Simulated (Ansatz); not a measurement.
A nudged elastic band was laid between two geometries of C$_{3}$H$_{9}$NSi (14 atoms, charge 0, multiplicity 1).

These are results of Ansatz 0.2.0, RKS r2SCAN-D4/def2-SVP, not measurements.

| Property | Result |
| --- | --- |
| movable images | 7 |
| climbing image | yes |
| spring | 5.0 eV/Å² |
| optimiser | quadratic models (default) |
| start path | IDPP |
| force threshold | 0.05 eV/Å |
| iteration limit | 60 |
| end points | relaxed |

Image 0:

```xyz
14
Properties=species:S:1:pos:R:3
C -1.897 0.885 -0.417
C -0.847 0.226 0.426
C 0.373 -0.157 -0.035
N 0.761 -0.041 -1.369
Si 1.571 -1.035 1.115
H -2.621 1.438 0.200
H -1.461 1.610 -1.130
H -2.474 0.158 -1.019
H -1.091 0.013 1.471
H 1.750 0.121 -1.534
H 0.180 0.558 -1.951
H 1.078 -0.932 2.518
H 2.925 -0.399 1.009
H 1.740 -2.475 0.744
```

Image 8:

```xyz
14
Properties=species:S:1:pos:R:3
C -1.764 1.136 -0.383
C -0.722 0.466 0.462
C 0.343 -0.213 -0.041
N 0.622 -0.298 -1.404
Si 1.615 -0.951 1.127
H -2.686 1.323 0.186
H -1.423 2.113 -0.778
H -2.043 0.521 -1.259
H -0.811 0.552 1.549
H 1.086 -1.145 -1.713
H -0.133 -0.031 -2.031
H 1.088 -0.919 2.520
H 2.917 -0.215 1.064
H 1.899 -2.368 0.728
```

**Question.** What changes between the two ends?

**Answer.** No bond is made or broken. The height of N4 over the plane of its neighbours goes from -0.26 to 0.26 Å. The two ends are copies of one structure, up to a mirror image or an exchange of like atoms. The height can change sign by an inversion or by a turn that exchanges like atoms.

**Question.** Give the energies along the band, and the barrier.

**Answer.** The run converged. The highest image is number 4 of 0 to 8, 0.034 eV above the ends, which have the same energy within 2 meV. A vibrational analysis at the climbing image gives one clearly imaginary mode, 389i cm⁻¹: a first-order saddle point.

```json
{"image": "0", "path coordinate (Å)": "0.00", "energy (eV)": "0.000", "height of N4 over the plane of its neighbours (Å)": "-0.26"}
{"image": "1", "path coordinate (Å)": "0.25", "energy (eV)": "0.001", "height of N4 over the plane of its neighbours (Å)": "-0.26"}
{"image": "2", "path coordinate (Å)": "0.51", "energy (eV)": "0.003", "height of N4 over the plane of its neighbours (Å)": "-0.26"}
{"image": "3", "path coordinate (Å)": "0.76", "energy (eV)": "0.008", "height of N4 over the plane of its neighbours (Å)": "-0.23"}
{"image": "4", "path coordinate (Å)": "1.01", "energy (eV)": "0.034", "height of N4 over the plane of its neighbours (Å)": "0.00"}
{"image": "5", "path coordinate (Å)": "1.26", "energy (eV)": "0.009", "height of N4 over the plane of its neighbours (Å)": "0.23"}
{"image": "6", "path coordinate (Å)": "1.51", "energy (eV)": "0.004", "height of N4 over the plane of its neighbours (Å)": "0.26"}
{"image": "7", "path coordinate (Å)": "1.76", "energy (eV)": "0.001", "height of N4 over the plane of its neighbours (Å)": "0.26"}
{"image": "8", "path coordinate (Å)": "2.01", "energy (eV)": "0.000", "height of N4 over the plane of its neighbours (Å)": "0.26"}
```

**Question.** What is the geometry of the highest image?

**Answer.** 
```xyz
14
Properties=species:S:1:pos:R:3
C -1.835 1.003 -0.384
C -0.799 0.341 0.475
C 0.353 -0.181 -0.031
N 0.659 -0.143 -1.375
Si 1.587 -0.988 1.129
H -2.683 1.373 0.209
H -1.424 1.870 -0.938
H -2.248 0.313 -1.146
H -0.973 0.272 1.552
H 1.517 -0.530 -1.737
H 0.026 0.278 -2.042
H 1.066 -0.925 2.523
H 2.915 -0.298 1.054
H 1.826 -2.415 0.741
```

**Question.** What are the harmonic wavenumbers there?

**Answer.** 389i, 57, 79, 179, 201, 271, 342, 422, 523, 655, 701, 726, 731, 918, 921, 960, 964, 1011, 1086, 1116, 1227, 1351, 1401, 1452, 1462, 1614, 1662, 2195, 2201, 2249, 2982, 3040, 3136, 3193, 3612, 3744 cm⁻¹.

The run took 97 s on 2 threads of Intel(R) Xeon(R) 6975P-C (Granite Rapids), on a shared host, peak memory 0.2 GiB.
